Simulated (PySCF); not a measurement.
Sn⁺: ionisation energy

Sn⁺ [Kr] 4d10 5s2 5p1 (2P) → Sn²⁺ [Kr] 4d10 5s2 (1S), as a difference of total energies. Calculation: PySCF 2.14, in aug-cc-pwCVTZ-PP with ECP28MDF; a scalar-relativistic core potential. Correlated levels: valence: 4s2 4p6 4d10 frozen; valence and next inner shell: nothing frozen outside the core potential. The calculations carry no spin-orbit coupling.

| method | ionisation energy (eV) |
| --- | --- |
| UHF | 13.758 |
| LDA | 14.410 |
| PBE | 14.232 |
| PBE0 | 14.269 |
| r2SCAN | 14.397 |
| B3LYP | 14.331 |
| wB97X | 14.160 |
| BHandHLYP | 14.224 |
| TPSS | 14.202 |
| MP2 (valence) | 13.973 |
| SCS-MP2 (valence) | 13.962 |
| MP2 (valence and next inner shell) | 14.144 |
| SCS-MP2 (valence and next inner shell) | 14.075 |

Errors of the correlated levels include the incompleteness of this basis and the frozen core.

Task: Which method comes closest to the reference value, and which is furthest?

Result: The reference is 14.282 eV (measured; NIST levels, between the centres of gravity of the two terms). Closest: PBE0 (error -0.013 eV); furthest: UHF (error -0.524 eV).
